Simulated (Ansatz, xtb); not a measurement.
## Two isomers of C4H8BF

We compare a, `B[C@H]1C[C@@H](F)C1`, a singlet, with b, `B[C@@H]1CC[C@H]1F`, a singlet. Both are isolated molecules in the gas phase, relaxed with PBE0-D3(BJ)/def2-SVP; the shapes shown needn't be the lowest conformers.

a (Å):

```xyz
14

C    -0.3271    0.6147    0.0126
C    -1.2796   -0.6063   -0.0567
C    -2.2660    0.2949   -0.7963
C    -1.5497    1.5299   -0.2538
B     0.6848    0.8499    1.1648
F    -3.5896    0.1561   -0.4880
H     1.2351   -0.0861    1.7018
H     0.9794    1.9748    1.5043
H     0.3329    0.6157   -0.8846
H    -1.6819   -0.8554    0.9378
H    -0.9362   -1.5284   -0.5472
H    -2.1569    0.2077   -1.8920
H    -1.4334    2.4043   -0.9100
H    -2.0237    1.8467    0.6885
```

b (Å):

```json
{"atom": "C", "x (Å)": "-0.6871", "y (Å)": "0.4705", "z (Å)": "-0.5580"}
{"atom": "C", "x (Å)": "-2.0558", "y (Å)": "-0.0422", "z (Å)": "-0.0364"}
{"atom": "C", "x (Å)": "-1.4814", "y (Å)": "-0.0050", "z (Å)": "1.3933"}
{"atom": "C", "x (Å)": "-0.3767", "y (Å)": "0.9180", "z (Å)": "0.8802"}
{"atom": "B", "x (Å)": "-0.4852", "y (Å)": "1.3590", "z (Å)": "-1.8141"}
{"atom": "F", "x (Å)": "0.8882", "y (Å)": "0.6828", "z (Å)": "1.3385"}
{"atom": "H", "x (Å)": "0.3920", "y (Å)": "2.1932", "z (Å)": "-1.8433"}
{"atom": "H", "x (Å)": "-1.1738", "y (Å)": "1.1997", "z (Å)": "-2.7977"}
{"atom": "H", "x (Å)": "-0.0326", "y (Å)": "-0.4071", "z (Å)": "-0.7588"}
{"atom": "H", "x (Å)": "-2.4113", "y (Å)": "-1.0106", "z (Å)": "-0.4149"}
{"atom": "H", "x (Å)": "-2.8567", "y (Å)": "0.6979", "z (Å)": "-0.1854"}
{"atom": "H", "x (Å)": "-2.1189", "y (Å)": "0.3479", "z (Å)": "2.2169"}
{"atom": "H", "x (Å)": "-1.0357", "y (Å)": "-0.9736", "z (Å)": "1.6674"}
{"atom": "H", "x (Å)": "-0.6011", "y (Å)": "1.9867", "z (Å)": "1.0458"}
```

Quicker runs give these differences E(b) − E(a): GFN2-xTB −0.30 kcal/mol; HF/STO-3G −0.49 kcal/mol (at GFN2-xTB geometries); r2SCAN-D4/def2-SVP −0.32 kcal/mol (at GFN2-xTB geometries).

Question: Estimate E(b) − E(a) at the level CCSD(T)/def2-SVP + ΔMP2/def2-TZVPP.

Answer: Too close to call at this level: CCSD(T)/def2-SVP + ΔMP2/def2-TZVPP gives E(b) − E(a) = +0.09 kcal/mol.

The same difference at several levels:

| level | geometry | E(b) − E(a) (kcal/mol) | departure from the last row (kcal/mol) | job, with rough time for the two |
| --- | --- | --- | --- | --- |
| GFN2-xTB | GFN2-xTB | −0.30 | −0.39 | optimisation, 1.1 s |
| HF/STO-3G | GFN2-xTB | −0.49 | −0.58 | single point, 2.5 s |
| r2SCAN-D4/def2-SVP | GFN2-xTB | −0.32 | −0.41 | single point, 14 s |
| PBE0-D3(BJ)/def2-SVP | PBE0-D3(BJ)/def2-SVP | −0.03 | −0.12 | optimisation, 2.8 min |
| HF/def2-SVP | PBE0-D3(BJ)/def2-SVP | +0.04 | −0.05 | part of the CCSD(T) run |
| MP2/def2-SVP | PBE0-D3(BJ)/def2-SVP | +0.10 | +0.01 | part of the CCSD(T) run |
| CCSD(T)/def2-SVP | PBE0-D3(BJ)/def2-SVP | +0.04 | −0.05 | single point |
| CCSD(T)/def2-SVP + ΔMP2/def2-TZVPP | PBE0-D3(BJ)/def2-SVP | +0.09 |  | single point, 2.6 min |

As drawn, both hold the same kinds of bond in the same numbers.

The largest departure from CCSD(T)/def2-SVP + ΔMP2/def2-TZVPP is that of HF/STO-3G, 0.58 kcal/mol. The last row adds to CCSD(T) the change of the MP2 difference between the two basis sets, here +0.05 kcal/mol.

With thermal terms from frequencies at re-optimised GFN2-xTB minima (ideal gas, soft modes damped towards free rotors, one conformer each, 298.15 K, 1 atm): on the last row, ΔE + ΔZPE = +0.11, ΔH = +0.13, ΔG = +0.08 kcal/mol.

The correlated steps freeze 6 core orbitals. Programs: Ansatz 0.2.0, xtb 6.7.1; the last row on 2 threads of AMD EPYC (Zen 3) on a shared host.
